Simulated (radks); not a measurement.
The numbers below are computed, except where a source is named.
Valence configurations of Zn2+ (all share [Ar]). Level of theory: scalar-relativistic Kohn-Sham, PBE, spin-polarised, spherical densities, point nucleus; open shells are filled with parallel spins first (a radial shooting solver on a logarithmic mesh with Libxc functionals). Energies are relative to 3d10; eigenvalues in eV for spin up.

valence      E (eV)  moment (Bohr magnetons)    e(3d)    e(4p)    e(4s)
3d10          0.000                        0  -30.856        -        -
3d9 4s1       9.374                        2  -38.560        -  -26.066
3d9 4p1      17.433                        2  -40.065  -18.828        -
3d8 4s1 4p1  31.217                        4  -48.528  -20.909  -29.728
3d8 4s2      24.189                        2  -47.042        -  -27.976
3d8 4p2      40.067                        4  -49.936  -21.602        -
3d7 4s2 4p1  52.448                        4  -57.849  -22.277  -31.693
3d9.5 4s0.5   4.278                        1  -34.599        -  -24.568

NIST lists [Ar] 3d10 as the ground configuration; this level of theory agrees among the configurations tried. The energies are those of spherical high-spin densities, not of single terms.
